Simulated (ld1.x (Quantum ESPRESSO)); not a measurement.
## Reading a pseudo-wave (F (Z = 9))

Columns: radius, all-electron u(r) and pseudo u(r) of the 2p shell (level -11.12 eV) of fluorine in the configuration [He] 2s2 2p5; PBE, non-relativistic, TM scheme, ld1.x (Quantum ESPRESSO) 7.5.

```tsv
r (bohr)	all-electron	pseudo
0.080	0.0962	0.0326
0.160	0.2786	0.1256
0.240	0.4632	0.2657
0.320	0.6188	0.4330
0.400	0.7378	0.6042
0.480	0.8215	0.7571
0.560	0.8738	0.8750
0.640	0.9000	0.9495
0.720	0.9059	0.9805
0.800	0.8965	0.9752
0.880	0.8761	0.9442
0.960	0.8480	0.8985
1.040	0.8147	0.8470
1.120	0.7783	0.7958
1.200	0.7402	0.7478
1.280	0.7014	0.7038
1.360	0.6627	0.6632
1.440	0.6247	0.6248
1.520	0.5878	0.5878
1.600	0.5522	0.5522
1.680	0.5181	0.5181
1.760	0.4856	0.4856
1.840	0.4548	0.4548
1.920	0.4256	0.4256
2.000	0.3980	0.3980
2.080	0.3721	0.3721
```

How many radial nodes do the two functions have?

The all-electron 2p function has n − l − 1 = 0; the pseudo-wave has 0.

At about which radius was the pseudo-wave matched?

1.55 bohr. The columns agree to 0.0005 from 1.44 bohr on; several derivatives are matched, so the curves merge somewhat inside the radius.

Where does each function peak?

Outermost all-electron maximum near 0.72 bohr, pseudo maximum near 0.72 bohr (to the table’s step).

Is the pseudo-wave norm-conserving?

Yes: the TM scheme keeps the norm inside the radius equal to the all-electron one, which fixes the energy derivative of the logarithmic derivative at the level.
